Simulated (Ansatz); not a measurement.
```yaml
crystal:
  periodic: [false, false, false]
  atoms:
    - {symbol: Ga, position_ang: [0.256675, 1.763393, -0.483202]}
    - {symbol: C, position_ang: [-0.258840, 0.045109, -0.821852]}
    - {symbol: O, position_ang: [0.239302, -0.342757, 0.340183]}
    - {symbol: As, position_ang: [0.113970, -1.964476, 0.692813]}
    - {symbol: H, position_ang: [1.609706, 2.157784, -0.794886]}
    - {symbol: H, position_ang: [-0.637580, 2.632343, 0.244423]}
    - {symbol: H, position_ang: [-1.252368, -0.115788, -0.869172]}
    - {symbol: H, position_ang: [0.188357, -0.425447, -1.591661]}
    - {symbol: H, position_ang: [-1.106689, -1.894938, 1.399548]}
    - {symbol: H, position_ang: [0.847467, -1.855233, 1.883807]}
basis:
  gaussian: {orbitals: cc-pVTZ}
hamiltonian: {xc: {name: B3LYP-D3}, dispersion: d4}
```

```sh
$ ansatz run in.yaml --threads 2 --pin off --events-out ev --progress --plain --max-ram 4352MiB
```

Output, abridged:

```
Error: YAML parse error: error: line 16 column 19: hamiltonian.xc: no functional is named "B3LYP-D3"; the names, which are not case-sensitive, are SVWN5, SPW92, PBE, PBE0, PBEsol, revPBE, revPBE0, RPBE, rPW86-PBE, HSE06, wPBEh, LC-wPBE, HISS, HF, BLYP, B3LYP, B3LYP5, BHLYP, CAM-B3LYP, r2SCAN, r2SCANh, r2SCAN0, r2SCAN50, m-r2SCAN, B97, wB97, wB97X, wB97X-V, B97M-V, wB97M-V, B2PLYP, B2GP-PLYP, PBE0-DH, PBE-QIDH
14 | basis:
15 |   gaussian: {orbitals: cc-pVTZ}
16 | hamiltonian: {xc: {name: B3LYP-D3}, dispersion: d4}
```

Task: Something in this input is off. What?

Result: The method's name isn't one that the program takes here. The input was rejected before any iteration.

HSE06 is defined as in plane-wave codes.
